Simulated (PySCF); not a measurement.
Ethylcyclopentane, C₇H₁₄.
SMILES with atom numbers: `[CH3:1][CH2:2][CH:3]1[CH2:4][CH2:5][CH2:6][CH2:7]1` (hydrogens: H8, H9, H10 on C1; H11, H12 on C2; H13 on C3; H14, H15 on C4; H16, H17 on C5; H18, H19 on C6; H20, H21 on C7)

Computed geometry: GFN2-xTB, gas phase.

Problem. Give the optimised bond lengths and angles.

Solution. 
```csv
bond,length (Å),order
C1–C2,1.524,single
C2–C3,1.527,single
C3–C4,1.534,single
C4–C5,1.524,single
C5–C6,1.527,single
C6–C7,1.536,single
C3–C7,1.544,single
"C1–H8, C1–H9, C1–H10",1.088,single
"C2–H11, C2–H12",1.093,single
C3–H13,1.095,single
"C4–H14, C7–H20",1.091,single
"C4–H15, C7–H21",1.090,single
"C5–H16, C6–H18",1.090,single
"C5–H17, C6–H19",1.090,single
```

Bonds in one row agree within 0.01 Å and their mean is given. Orders are formal, as drawn. A selection of angles:
```csv
angle,degrees
C2–C1–H8,110.8
C2–C1–H9,110.4
H8–C1–H9,108.2
C1–C2–C3,112.3
C1–C2–H11,109.1
C3–C2–H11,108.8
H11–C2–H12,107.6
C2–C3–C4,112.7
C2–C3–H13,108.2
C4–C3–C7,104.8
C4–C3–H13,108.4
C7–C3–H13,109.1
C3–C4–C5,103.7
C3–C4–H14,109.8
C3–C4–H15,112.2
C5–C4–H14,109.7
C5–C4–H15,112.9
H14–C4–H15,108.4
C4–C5–C6,102.6
C4–C5–H16,113.0
C4–C5–H17,109.9
C6–C5–H16,112.6
C6–C5–H17,110.2
H16–C5–H17,108.5
C5–C6–C7,104.7
C5–C6–H18,109.4
C5–C6–H19,112.5
C7–C6–H18,110.1
C7–C6–H19,112.2
C6–C7–H20,110.6
C6–C7–H21,110.8
C3–C7–C6,106.5
C3–C7–H20,110.9
C3–C7–H21,110.5
```

Torsions: C1–C2–C3–C4 172° (antiperiplanar); C2–C3–C4–C5 155° (antiperiplanar); C3–C4–C5–C6 -42° (synclinal); C4–C5–C6–C7 37° (synclinal); C5–C6–C7–C3 -17° (synperiplanar); C2–C3–C7–C6 -132° (anticlinal). The mirror-image conformer, all signs reversed, is as good.

The C–C distances run from 1.524 Å (C4–C5, drawn single) to 1.544 Å (C3–C7, drawn single), a spread of 0.020 Å. The 5-membered ring C3–C4–C5–C6–C7 has internal angles of 102.6° to 106.5°; it is puckered, 0.18 Å rms from its mean plane, widest ring torsion 42°. Of the pairs four or more bonds apart, C7···H8 is among the closest relative to their van der Waals radii: 2.83 Å, 98 % of the sum of Bondi's values.

Point group: C1 (no symmetry element, even within 0.4 Å). Whether it is a minimum is left open (no frequencies). The numbers are those of one conformer.
